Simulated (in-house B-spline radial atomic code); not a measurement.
**Tm²⁺: [Xe] 4f12 7s1 (an excited or competing configuration)**

Method: Dirac-Hartree-Fock, average of configuration, Fermi nucleus of rms radius 5.2256 fm. Calculated with a radial B-spline atomic code at the basis-set limit.

Effective charges: Z_r = [3n² - l(l+1)]/(2<r>) from the radius, Z_e = n√(-2ε) from the energy, and Slater's rules. Values are occupation-weighted means over j. An effective charge above Z reflects the relativistic contraction of the inner shells.

```
shell  electrons   ε (eV)  <r> (bohr)    Z_r    Z_e  Slater
   1s          2   -59778     0.02001  74.97  66.28   68.70
   2s          2   -10236     0.08424  71.23  54.86   64.85
   2p          6  -9079.6     0.07506  66.61  51.67   64.85
   3s          2  -2378.9      0.2199  61.40  39.67   57.75
   3p          6    -2018      0.2191  57.05  36.54   57.75
   3d         10  -1549.9      0.1998  52.55  32.02   47.85
   4s          2  -519.53      0.4979  48.20  24.72   41.25
   4p          6  -397.46      0.5271  43.64  21.62   41.25
   4d         10  -227.36       0.572  36.71  16.35   29.85
   5s          2  -90.543       1.229  30.50  12.90   13.05
   5p          6  -58.223       1.424  25.64  10.34   13.05
   4f         12  -42.679      0.7295  24.68   7.08   19.15
   7s          1  -9.7548        6.38  11.52   5.93    3.00
```

The least bound orbital is 7s1/2 at -9.755 eV, and it is also the most diffuse (<r> = 6.38 bohr).

Spin-orbit splittings of the orbital energies (j = l + 1/2 above j = l - 1/2 when positive): 2p 982.5 eV, 3p 211.1 eV, 3d 45.62 eV, 4p 48.17 eV, 4d 8.971 eV, 5p 6.578 eV, 4f 1.402 eV.

For the 1s electron the small component carries 6.69 % of the norm, the zero-frequency Breit interaction raises the level by 193 eV, self-energy by 118 eV, and vacuum polarisation lowers it by 20.72 eV.
